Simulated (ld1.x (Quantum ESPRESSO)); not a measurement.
Before and after: RRKJ potential for F (Z = 9)

* Element: F
* Generator: ld1.x (Quantum ESPRESSO) 7.5
* Type: norm-conserving RRKJ (Kleinman–Bylander form)
* Functional: LDA (PZ)
* Relativity: scalar-relativistic
* Frozen core: [He]
* Valence charge: 7
* Reference configuration: 2s2 2p5
* Partial waves: 2s (bound): rc 0.75 bohr; 2p (bound): rc 0.85 bohr; 3d channel at 0.15 Ry: rc 0.75 bohr
* Local potential: the d channel
* Core correction: Bessel-smoothed model core inside 0.40 bohr
* rho0: 0.005

Change: all radii but the core radius scaled by about 1.17 (s 0.88, p 1.00, d 0.88 bohr).

Cutoffs: the cutoffs (Ry, on a coarse ladder) from which the occupation-weighted sum of valence levels, in a spherical-Bessel basis at the reference potential, stays within 10 and 1 mRy of its value at 400 Ry; they do not see the model core or the augmentation charge, which bear on the density cutoff. Errors are all-electron minus pseudo energies relative to the spin-unpolarised reference configuration.

**Question.** What does the change do?

**Answer.** The potential gets softer (180 Ry and 230 Ry → 160 Ry and 180 Ry); of the 9 tests that both files solve, the error grows in 6 and shrinks in 1 by more than 15 % and 0.3 meV (median size 5.3 → 10.9 meV); neither file shows a bound ghost. A larger radius leaves more room for a smooth pseudo-wave, so fewer plane waves are needed.

| quantity | base | changed |
| --- | --- | --- |
| cutoff, loose | 180 Ry | 160 Ry |
| cutoff, tight | 230 Ry | 180 Ry |
| loose cutoff by channel (10 mRy a level) | s 160 Ry, p 120 Ry | s 140 Ry, p 100 Ry |
| bound ghosts | none | none |
| error for 2s2 2p4, meV [ΔE 19.56 eV] | -1.1 | +0.7 |
| error for 2s2 2p3, meV [ΔE 58.07 eV] | +5.4 | +27 |
| error for 2s2 2p2, meV [ΔE 118.80 eV] | +49 | +156 |
| error for 2s1 2p6, meV [ΔE 18.39 eV] | +5.2 | +11 |
| error for 2s2 2p1, meV [ΔE 204.67 eV] | +198 | +542 |
| error for 2s2 2p5.3, meV [ΔE -2.73 eV] | +0.3 | +0.2 |
| error for 2s2 2p4.5, meV [ΔE 7.63 eV] | -0.7 | -0.5 |
| error for 2s2 2p5 (spin-polarised), meV [ΔE -0.38 eV] | +5.3 | +6.2 |
| error for 2s2 2p4 (spin-polarised), meV [ΔE 17.72 eV] | +25 | +30 |
